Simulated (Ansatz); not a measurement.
The cluster B₈H₁₃⁻. The state is a singlet with charge -1. Geometry r2SCAN-D4/def2-SVPD.

```xyz
21

B    -0.913    0.649   -0.961
B     0.416   -0.281   -1.806
B     0.861    0.095    1.254
B    -0.752   -0.025    1.879
B    -0.442    1.130    0.693
B    -1.828    0.057    0.475
B     1.426   -1.044   -0.460
B     0.865    0.659   -0.435
H     1.003   -2.007    0.145
H    -2.967    0.440    0.638
H     0.822    0.067   -2.885
H    -1.031    0.005    3.050
H    -1.347    1.493   -1.709
H     1.696    1.498   -0.682
H    -0.608    2.300    0.926
H     1.828    0.237    1.958
H    -0.854   -0.513   -1.745
H     0.170   -0.966    1.704
H     2.600   -1.133   -0.745
H     0.696   -1.515   -1.603
H    -1.642   -1.144    0.311
```

LC-ωPBE has ω = 0.4 bohr⁻¹. The structure comes from a short search, and lower isomers may exist.

Estimate the orbital energies around the gap (eV) in Ansatz with PBE-D4/def2-TZVPD, r2SCAN-D4/def2-TZVPD, PBE0-D4/def2-TZVPD, CAM-B3LYP-D4/def2-TZVPD, LC-ωPBE/def2-TZVPD.


```csv
orbital,PBE-D4/def2-TZVPD,r2SCAN-D4/def2-TZVPD,PBE0-D4/def2-TZVPD,CAM-B3LYP-D4/def2-TZVPD,LC-ωPBE/def2-TZVPD
HOMO−5,-3.74,-4.05,-5.07,-6.50,-7.87
HOMO−4,-3.69,-3.98,-4.97,-6.37,-7.71
HOMO−3,-3.11,-3.38,-4.35,-5.72,-7.03
HOMO−2,-2.95,-3.23,-4.20,-5.60,-6.91
HOMO−1,-2.60,-2.80,-3.67,-4.92,-6.20
HOMO,-1.35,-1.47,-2.24,-3.38,-4.57
LUMO,2.19,2.40,2.97,3.46,3.97
LUMO+1,2.75,3.37,3.14,3.65,4.15
LUMO+2,2.94,3.53,3.36,3.71,4.20
LUMO+3,3.06,3.70,3.43,3.79,4.26
LUMO+4,3.16,3.80,3.52,4.07,4.50
LUMO+5,3.41,3.97,3.79,4.08,4.55
```
